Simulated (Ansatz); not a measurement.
Stepwise reaction of `O[SiH](O)N[SiH](O)Cl` with hydrogen, as a gas-phase model of exchange steps in deposition or etching. ΔE in kJ/mol.

Calculated with Ansatz (gas phase, PBE0-D4/def2-TZVP geometries, no zero-point term in ΔE). CCSD(T)/CBS adds triple-zeta CCSD(T) − MP2 to the extrapolated MP2 energy (def2 sets, frozen cores). This one scheme is used for every species. Functionals use def2-TZVPP. B3LYP here is the variant with VWN-RPA as its local correlation; programs differ in this. Each species was taken in one conformer, which may not be the lowest.

| step | reaction | PBE-D4 | B3LYP-D4 | ωB97M-V | CCSD(T)/CBS |
| --- | --- | --- | --- | --- | --- |
| 1 | `O[SiH](O)N[SiH](O)Cl` + H₂ → `O[SiH2]N[SiH](O)Cl` + H₂O | 103.4 | 109.6 | 109.5 | 106.2 |
| 3 | `O[SiH2]N[SiH2]Cl` + H₂ → `[SiH3]N[SiH2]Cl` + H₂O | 84.0 | 89.3 | 90.4 | 87.7 |

Question: Give the row of step 2, `O[SiH2]N[SiH](O)Cl` + H₂ → `O[SiH2]N[SiH2]Cl` + H₂O. (Estimate.)

Answer: Computed: 
```
step                                              reaction  PBE-D4  B3LYP-D4  ωB97M-V  CCSD(T)/CBS
   2  `O[SiH2]N[SiH](O)Cl` + H₂ → `O[SiH2]N[SiH2]Cl` + H₂O    83.6      90.3     91.9         86.8
```

Question: By hand: ΔE of the 3 steps together at CCSD(T)/CBS.

Answer: (106.2) + (86.8) + (87.7) = 280.7 kJ/mol, or 93.6 kJ/mol a step.

In ΔE step 2 is the lowest and step 1 the highest. All are uphill at CCSD(T)/CBS. PBE-D4 differs from CCSD(T)/CBS by -3.7 to -2.8 kJ/mol a step. Isolated molecules leave out the surface, adducts and barriers. Largest T1 diagnostic: 0.011.
